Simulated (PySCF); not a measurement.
Compound: C₃H₁₀Si₃.
Structure used (PBE0-D3(BJ)/def2-SVP), in Å, numbered top down from 1:
```
atom  x, y, z in Å
C1     3.421   -0.656    0.348
C2     2.015   -0.549    0.009
C3     0.833   -0.461   -0.281
Si4   -0.943   -0.276   -0.666
Si5   -2.205   -0.971    1.186
Si6   -1.376    1.982   -1.134
H7     3.897    0.336    0.376
H8     3.959   -1.269   -0.392
H9     3.555   -1.124    1.336
H10   -1.300   -1.112   -1.856
H11   -1.861   -0.124    2.370
H12   -1.927   -2.402    1.517
H13   -3.665   -0.816    0.895
H14   -2.829    2.174   -1.436
H15   -0.574    2.448   -2.307
H16   -1.021    2.812    0.058
```

The closed-shell ground state was solved at several levels (PySCF, density fitting, gas phase, non-relativistic).

```
           level  basis functions  total energy (Eh)  HOMO (eV)  LUMO (eV)  gap (eV)  dipole (D)
   PBE0/pcSseg-1              173          -988.1907      -7.28      -0.16      7.12        1.69
wB97X-D/pcSseg-1              173          -988.6574      -9.04       1.55     10.59        1.68
```

(1) Estimate the row for wB97X-D/def2-SVPD, a basis of 212 functions; the other rows only guide the guess.

(2) Over all these levels, which gives the widest orbital gap and which the narrowest?

(3) How far do the dipole and the HOMO energy spread over the levels?

Results:

(1) Total energy -988.3506 Eh, HOMO -8.99 eV, LUMO 1.47 eV, gap 10.46 eV, dipole 1.67 D.

(2) wB97X-D/pcSseg-1 (range-separated hybrid) has the widest, 10.59 eV, and PBE0/pcSseg-1 (global hybrid, 25 % exact exchange) the narrowest, 7.12 eV. The two share the basis. From the narrowest to the widest the HOMO moves by -1.76 eV and the LUMO by +1.71 eV.

(3) The dipole runs from 1.67 to 1.69 D (mean 1.68 D) and the HOMO from -9.04 to -7.28 eV.

The pairwise dispersion term of wB97X-D wasn't added to the energies; at a given geometry it leaves orbitals and properties as they are.
